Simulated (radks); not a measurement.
Results of a calculation; reference values are marked as such.
All-electron atom: the iron ion Fe3+ in [Ar] 3d4 4p1 (not the ground configuration).

Level of theory: scalar-relativistic Kohn-Sham, BLYP, spin-polarised, spherical densities, finite nucleus; open shells are filled with parallel spins first; Fermi nuclear charge, rms radius 3.7377 fm (a radial shooting solver on a logarithmic mesh with Libxc functionals).

Energy parts (hartree):
| part | energy |
|---|---|
| total | -1269.99388 |
| kinetic | 1285.37769 |
| electron-nucleus | -2997.65288 |
| Hartree | 496.92482 |
| exchange-correlation | -54.64351 |

Orbitals (lengths in bohr, moments of r in powers of bohr; r(90%) holds 90 % of the orbital's charge):
1s up: occ. 1; eigenvalue (hartree) -259.0404; r(90%) 0.104
1s down: occ. 1; eigenvalue (hartree) -259.0381; r(90%) 0.104
2s up: occ. 1; eigenvalue (hartree) -31.96629; r(90%) 0.414
2s down: occ. 1; eigenvalue (hartree) -31.87980; r(90%) 0.413
2p up: occ. 3; eigenvalue (hartree) -27.50419; r(90%) 0.386
2p down: occ. 3; eigenvalue (hartree) -27.43696; r(90%) 0.385
3s up: occ. 1; eigenvalue (hartree) -5.22677; r(90%) 1.18
3s down: occ. 1; eigenvalue (hartree) -5.03489; r(90%) 1.19
3p up: occ. 3; eigenvalue (hartree) -3.96153; r(90%) 1.27
3p down: occ. 3; eigenvalue (hartree) -3.77466; r(90%) 1.28
3d up: occ. 4; eigenvalue (hartree) -1.96436; r(90%) 1.53
3d down: occ. 0; eigenvalue (hartree) -1.78700; r(90%) 1.59
4p up: occ. 1; eigenvalue (hartree) -1.02147; r(90%) 3.54

The highest occupied level is 4p up at -27.796 eV. The configuration is held as typed, so some empty levels lie below it. The density falls to 0.001 e/bohr^3 at r = 3.57 bohr. Spin moment in Bohr magnetons: 5.
